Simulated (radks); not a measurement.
Task: Neutral caesium, [Xe] 6s1. Method: non-relativistic Kohn-Sham, exchange-only PBE, spin-polarised, spherical densities, point nucleus; computed with a radial shooting solver on a logarithmic mesh with Libxc functionals. Every spin shell is full or empty, so the densities are truly spherical. Functionals are evaluated on that one density, not self-consistently. Rank these orbital-free kinetic functionals by their error against the exact value of the orbitals, and give that value: Thomas-Fermi, von Weizsacker, TF + vW/9, TF + vW/5, LC94, Perdew 92, Thakkar, Pearson, PG1, Ernzerhof.

Result: Exact: 7553.11 hartree. From best to worst, with 100 (|E| - |E exact|)/|E exact| (equal figures are ties): LC94 +0.05, Ernzerhof -0.43, Thakkar -0.63, Perdew 92 -0.69, TF + vW/9 -0.69, Pearson -0.91, TF + vW/5 +2.89, Thomas-Fermi -5.17, PG1 +14.48, von Weizsacker -59.72.
